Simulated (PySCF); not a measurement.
# C5H4O3: calculation and literature

Mapped SMILES: `[O:1]=[C:2]([OH:3])[c:4]1[cH:5][cH:6][o:7][cH:8]1` (H(Xn): hydrogen on atom n).

Published estimates (parent shift plus substituent increments) and measurements: δ ¹H H(C8) 8.12; H(C6) 7.45; H(C5) 6.78 ppm (estimated from measurements, as parent shift plus tabulated substituent increment; solution, not stated per compound (mostly CDCl3 or CCl4); Pretsch, Buehlmann, Badertscher, Structure Determination of Organic Compounds, 4th ed. (2009)).

No relativistic terms, isolated molecule, one computed conformer. Structure optimised with PBE0-D3(BJ)/def2-SVP; NMR shieldings at CAM-B3LYP/pcSseg-2/GIAO; PySCF 2.14.

Problem. What does the calculation give, and how does it compare?

Solution. 
Reference values: estimated from measurements, as parent shift plus tabulated substituent increment (solution, not stated per compound (mostly CDCl3 or CCl4); Pretsch, Buehlmann, Badertscher, Structure Determination of Organic Compounds, 4th ed. (2009)).
```csv
atoms,quantity,reference,computed
H(C8),δ ¹H,8.12,8.32
H(C6),δ ¹H,7.45,7.48
H(C5),δ ¹H,6.78,7.05
```

Computed shifts are σ(ref) − σ with the named reference compound (TMS for H and C) calculated as an isolated molecule at the same level.

Problem. How far are the unscaled ¹H shifts from the references?

Solution. Mean signed difference +0.17 ppm, mean absolute 0.17 ppm over 3 comparisons; the largest is +0.27 ppm at H(C5) (hydrogen on an aromatic CH).

3 of the 6 published NMR values on file for this molecule are compared.
